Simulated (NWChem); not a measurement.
Species: C$_{3}$H$_{4}$O; SMILES C1=COC1

Results from NWChem. Pople sets run with spherical d functions. Each level has its own optimisation; frequencies are unscaled. Brackets give each atom's bonded neighbours. One conformer.

| level | r C–C [C(CCH)–C(CHO)] (Å) | r C–C [C(CCH)–C(CHHO)] (Å) | r C–H [C(CCH)–H(C)] (Å) | r C–O [C(CHO)–O(CC)] (Å) | highest harmonic frequency (cm⁻¹) | lowest (cm⁻¹) | zero-point energy (kcal/mol) | dipole (D) |
|---|---|---|---|---|---|---|---|---|
| Hartree-Fock/3-21G | 1.321 | 1.533 | 1.061 | 1.424 | 3502 | 479 | 42.4 | 2.09 |
| Hartree-Fock/6-31G* | 1.319 | 1.511 | 1.068 | 1.367 | 3483 | 475 | 42.8 | 1.61 |
| PBE-D3(BJ)/def2-SVP | 1.355 | 1.511 | 1.093 | 1.386 | 3226 | 422 | 38.2 | 1.10 |
